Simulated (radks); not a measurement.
Results of a calculation; reference values are marked as such.
Task: Neutral nickel: order these configurations by energy. Level of theory: scalar-relativistic Kohn-Sham, PBE, spin-polarised, spherical densities, finite nucleus; Fermi nuclear charge, rms radius of each element as measured or else 0.836 A^(1/3) + 0.57 fm (a radial shooting solver on a logarithmic mesh with Libxc functionals). Open shells are filled with parallel spins first. [Ar] 3d10; [Ar] 3d7 4s2 4p1; [Ar] 3d8 4s1 4p1; [Ar] 3d8 4s2; [Ar] 3d9 4p1; [Ar] 3d9 4s1.

Result: From the lowest, in eV above it: [Ar] 3d9 4s1 0.000; [Ar] 3d8 4s2 1.151; [Ar] 3d10 1.437; [Ar] 3d9 4p1 4.049; [Ar] 3d8 4s1 4p1 4.736; [Ar] 3d7 4s2 4p1 9.947.
